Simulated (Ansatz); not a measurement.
Program: Ansatz 0.2.0.

A structure relaxed at PBE0-D4/def2-TZVP, charge 0, multiplicity 2:

```xyz
13

C    -0.328   -1.429    1.307
Ge   -0.462   -0.170   -0.145
C    -0.410    1.653    0.558
C     0.992   -0.473   -1.416
H     0.079   -2.426    1.175
H    -0.688   -1.204    2.306
H    -1.812   -0.379   -0.880
H     0.540    1.836    1.063
H    -0.519    2.378   -0.251
H    -1.219    1.811    1.273
H     0.963   -1.496   -1.795
H     1.957   -0.310   -0.932
H     0.908    0.210   -2.263
```

**Question.** Give its formula and SMILES.

**Answer.** C3H9Ge, `[CH2][GeH]([CH3])[CH3]`.

**Question.** Point group (tolerance 0.08 Å, 0.16 Å for H)?

**Answer.** Cs.

**Question.** Summarise the bond lengths by kind.

**Answer.** 3 × C–Ge 1.926 to 1.955 Å; 8 × C–H 1.085 to 1.091 Å; 1 × Ge–H 1.550 Å.
